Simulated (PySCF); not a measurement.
**A series of tetrahedral complexes of Different ions with Br ligands**

All values are computed with PySCF: state-averaged CASSCF of the d shell with SC-NEVPT2, spin-free X2C, triple-zeta basis on the metal and double-zeta on the ligands, mean-field spin-orbit coupling; model geometries with bond lengths from ionic radii.

| complex | point group | M–L / Å | L–M–L / ° | solvent |
| --- | --- | --- | --- | --- |
| [TiBr4]- | Td | 2.41 | 109 | none |
| [TiBr4]2- | Td | 2.60 | 109 | water |
| [VBr4]2- | Td | 2.53 | 109 | water |
| VBr4 | Td | 2.32 | 109 | none |
| [CrBr4]2- | Td | 2.54 | 109 | water |
| [MnBr4]- | Td | 2.38 | 109 | water |

For VBr4 the d shell alone is too small an active space: its values show what this model gives and aren't sound predictions.

Problem. Rank by the nephelauxetic ratio at CASSCF level, lowest first.
A. [CrBr4]2-
B. [TiBr4]2-
C. [MnBr4]-
D. [VBr4]2-

Solution. C (0.821), B (0.878), D (0.896), A (0.920).

Problem. Rank by the spin-orbit constant ζ, lowest first.
A. [MnBr4]-
B. [TiBr4]2-
C. [TiBr4]-
D. VBr4
E. [CrBr4]2-
F. [VBr4]2-

Solution. D (41 cm⁻¹), C (64 cm⁻¹), B (85 cm⁻¹), F (135 cm⁻¹), E (203 cm⁻¹), A (250 cm⁻¹).

Problem. What are the ground states and moments?

Solution. 
| complex | shell | ground state (NEVPT2) | total orbital splitting (CASSCF fit) / cm⁻¹ | μeff(300 K) / μB |
| --- | --- | --- | --- | --- |
| [TiBr4]- | d1 | 2E | 5075 | 1.78 |
| [TiBr4]2- | d2 | 3A2 | 2812 | 2.90 |
| [VBr4]2- | d3 | 4T1 | 2810 | 3.87 |
| VBr4 | d1 | 2E | 7331 | 1.75 |
| [CrBr4]2- | d4 | 5T2 | 2490 | 4.75 |
| [MnBr4]- | d4 | 5T2 | 4573 | 4.83 |

The tetrahedral shape is imposed. Real complexes may take another, with another ground state.
